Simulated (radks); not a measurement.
Question: All-electron atom: Se XV in [Ar] 3d2. Method: non-relativistic Kohn-Sham, BLYP, spin-polarised, spherical densities, point nucleus; open shells are filled with parallel spins first; computed with a radial shooting solver on a logarithmic mesh with Libxc functionals. Some entries of the table are withheld. Estimate them.

orbital,occ.,eigenvalue (Ry),<r^2> (bohr^2)
1s up,1,-937.6289,0.002712
1s down,1,-937.6277,0.002712
2s up,1,-148.4695,0.04669
2s down,1,-148.2158,0.04659
2p up,3,-136.8278,0.03617
2p down,3,-136.6418,0.03607
3s up,1,-43.83172,0.3204
3s down,1,-43.48677,0.3221
3p up,3,-39.82840,0.3148
3p down,3,-39.47413,0.3168
3d up,2,-33.14242,(1)
3d down,0,-32.73807,(2)
4s up,0,(3),1.379
4s down,0,(4),1.393
4p up,0,-18.49411,1.447
4p down,0,-18.38933,1.463

Answer: 
(1) 3d up <r^2> (bohr^2): 0.2747
(2) 3d down <r^2> (bohr^2): 0.2776
(3) 4s up eigenvalue (Ry): -19.96798
(4) 4s down eigenvalue (Ry): -19.85958
